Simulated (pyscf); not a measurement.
Optimised with ωB97X-D3(BJ)/def2-SVP in PySCF.

Question: How much does it cost (ΔH, 298 K, ωB97M-D3(BJ)/def2-TZVP) to split F–Si(F)(F)–GeH(SiH₃)–Cl at its Ge–Si bond into F–Si•(F)–F + H₃Si–GeH•–Cl?

Answer: Ge–Si to F–Si•(F)–F + H₃Si–GeH•–Cl: 310.1 kJ/mol. The 7 functionals that were run give +283.4 (PBE) to +336.2 kJ/mol (ωB97X-D3(BJ)/def2-TZVP). Other isomers of H₃Si–GeH•–Cl were not searched in full and may lie lower. Elements up to Kr have no core potential and no relativistic terms here.
